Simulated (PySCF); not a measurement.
Input of a run (PBE0-D3(BJ)/def2-SVP geometry optimisation, gas phase (PySCF 2.14.0)), started from GFN2-xTB:
```
{"job": {"xc": "PBE0", "basis": "def2-SVP", "d3": "d3bj", "grid": 1, "kind": "geom"}, "charge": 0, "multiplicity": 1}
F     -1.976053    -2.050512    -0.748935
C     -1.663470    -1.112780     0.194063
F     -1.932832    -1.747771     1.372704
O     -2.459658    -0.017979     0.054021
C     -1.681930     1.169908    -0.140281
C     -0.256302     0.718500    -0.104874
C      0.925734     1.420927    -0.232639
C      2.115968     0.712763    -0.147108
C      2.125766    -0.659355     0.059702
C      0.940728    -1.368923     0.185859
C     -0.236561    -0.654523     0.099209
H     -1.921357     1.874715     0.662904
H     -1.961938     1.614636    -1.101065
H      0.921851     2.487857    -0.392327
H      3.052662     1.241102    -0.241796
H      3.067984    -1.181303     0.124747
H      0.932411    -2.435229     0.345907
```

Output (energies in Eh, forces in Eh/bohr):
```
step   0  E = -582.34041656  max force = 0.019244
step   1  E = -582.34101728  max force = 0.014220
step   2  E = -582.34159426  max force = 0.005667
step   3  E = -582.34181815  max force = 0.002398
step   4  E = -582.34188439  max force = 0.001528
step   5  E = -582.34190253  max force = 0.001488
step   6  E = -582.34191604  max force = 0.001646
step   7  E = -582.34194084  max force = 0.000881
step   8  E = -582.34196518  max force = 0.001863
step   9  E = -582.34197325  max force = 0.001897
step  10  E = -582.34198946  max force = 0.000988
step  11  E = -582.34199186  max force = 0.000090
optimisation converged
```

**Question.** Summarise the run.

**Answer.** The energy falls by 4.1 kJ/mol over 12 energy and gradient evaluations, the largest force component goes from 0.0192 to 9.0e-05 Eh/bohr, and the atoms move by 0.015 Å rms after alignment. Among the bonds, F1–C2 and C2–F3 change most and about equally (-0.016 Å). Bonds longer at the end by more than 0.005 Å: 11 of 18; shorter: 3. The energy never rose by more than 1e-6 Eh on the way. The first step brought 38 % of the lowering.

**Question.** What are the final bond lengths?

**Answer.** F1–C2 1.350 Å, C2–F3 1.350 Å, C2–O4 1.365 Å, O4–C5 1.420 Å, C5–C6 1.498 Å, C6–C7 1.392 Å, C7–C8 1.395 Å, C8–C9 1.400 Å, C9–C10 1.394 Å, C10–C11 1.390 Å, C2–C11 1.500 Å, C6–C11 1.387 Å, C5–H12 1.103 Å, C5–H13 1.103 Å, C7–H14 1.093 Å, C8–H15 1.093 Å, C9–H16 1.092 Å, C10–H17 1.092 Å. Numbering counts from 1 in the input's order; the species is `FC1(F)OCc2ccccc21`.

The run used 184 basis functions and 80 SCF cycles in all.

No frequency check.
